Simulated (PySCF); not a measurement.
F$_{2}$Mn, sextet, geometry from GFN2-xTB (such geometries of metal compounds can be far from the true shape). Base run: PySCF with CAMB3LYP/6-31G.

Here is a job for PySCF.
```python
from pyscf import gto, scf, dft

mol = gto.M(
    atom='''
Mn    0.00978932    0.00026683   -0.00171777
F    -0.24180904    1.28198867   -1.09896899
F     0.21461649   -1.28272985    1.10374058
''',
    basis='6-31g',
    spin=5,
    verbose=3,
)

mf = dft.UKS(mol)
mf.xc = 'camb3lyp'
mf.kernel()
```

Each row names what was changed in the base input (with any setting that the change needs).

```csv
change,ΔE vs base (mEh),fitting functions,dipole (D),outcome
base,0.000,-,0.11,converged
"exchange = seminumerical (SGX) (with mf = sgx.sgx_fit(mf, auxbasis='def2-universal-jfit'); with mf.with_df.dfj = True)",-0.090,187,0.11,converged
auxbasis = even-tempered beta=1.6,0.143,639,0.11,converged
auxbasis = default (with mf = mf.density_fit()),-,-,-,stopped with an error
auxbasis = cc-pvdz-jkfit,-,-,-,stopped with an error
auxbasis = cc-pvtz-jkfit,-,-,-,stopped with an error
auxbasis = def2-tzvp-ri,-11399.6,334,0.11,converged
auxbasis = cc-pvqz-jkfit,-,-,-,stopped with an error
auxbasis = def2-universal-jkfit,-0.022,418,0.11,converged
auxbasis = even-tempered beta=2.0,-0.011,437,0.11,converged
```

A fitting set is made for a task (jfit for Coulomb, jkfit for Coulomb and exchange, ri for correlation) and for a family of orbital bases.

Open shells are given as the SCF converged; they aren't shown to be the lowest states, and a large step between rows can be another state.

- auxbasis = default (with mf = mf.density_fit()): ended with `pyscf.lib.exceptions.BasisNotFoundError: Basis set not found for Mn in cc-pvdz-jkfit`
- auxbasis = cc-pvdz-jkfit: ended with `pyscf.lib.exceptions.BasisNotFoundError: Basis set not found for Mn in cc-pvdz-jkfit`
- auxbasis = cc-pvtz-jkfit: ended with `pyscf.lib.exceptions.BasisNotFoundError: Basis set not found for Mn in cc-pvtz-jkfit`
